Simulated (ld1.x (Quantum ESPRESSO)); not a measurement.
# Building the PAW potential for Ti (Z = 22) (PBE, scalar-relativistic).

titanium (Ti), PAW, made with ld1.x (Quantum ESPRESSO) 7.5 (PBE, scalar-relativistic). Core [Ar], reference 3d2 4s2 4p0. Waves: 4s (bound): rcut 2.80, rcutus 2.95 bohr; 4s channel at 3.7 Ry: rcut 2.80, rcutus 2.95 bohr; 4p (bound, empty): rcut 3.10, rcutus 3.70 bohr; 4p channel at 0.25 Ry: rcut 3.10, rcutus 3.70 bohr; 3d (bound): rcut 1.95, rcutus 2.70 bohr; 3d channel at 0.8 Ry: rcut 1.95, rcutus 2.70 bohr. Local part: all-electron potential smoothed inside 3.40 bohr (lloc = -2). Core correction: a·sin(br)/r model core inside 2.25 bohr. Augmentation charge: PSQ, inside the norm-conserving radii.

All-electron outer shells of the reference configuration (PBE, scalar-relativistic, ld1.x):

```
shell  level (eV)  outermost node (bohr)  outermost maximum (bohr)
   3s      -62.63                   0.40                      0.87
   3p      -38.86                   0.37                      0.90
   4s       -4.47                   1.24                      2.92
   3d       -4.26                      –                      0.98
   4p       -1.47                   1.39                      3.80
```

(1) Estimate the cutoffs (Ry, on a coarse ladder) from which the occupation-weighted sum of valence levels, in a spherical-Bessel basis at the reference potential, stays within 10 and 1 mRy of its value at 400 Ry.

(2) What does a ghost test show?

(3) Is the overlap operator S = 1 + Σ q|β⟩⟨β| positive definite (Bessel basis up to 400 Ry)?

(4) Which valence shell sets the plane-wave cutoff?

(5) Tests: 3d2 4s1 4p0; 3d2 4s0 4p0; 3d1 4s0 4p0; 3d2 4s1 4p1; 3d2 4s0 4p1; 3d2.5 4s1.5 4p0; 3d3 4s0 4p0. Which has the largest error in its energy relative to the reference configuration, and how large is it?

## Answers

(1) 12 Ry and 15 Ry.

(2) No extra level below or beside the all-electron valence levels (s, p, d, f tested).

(3) Yes: its lowest eigenvalue is 0.65 (s channel).

(4) 3d: its level needs 15 Ry to come within 1 mRy, against 6 Ry for 4s.

(5) 3d1 4s0 4p0, with -706 meV (all-electron minus pseudo) on +47.87 eV.
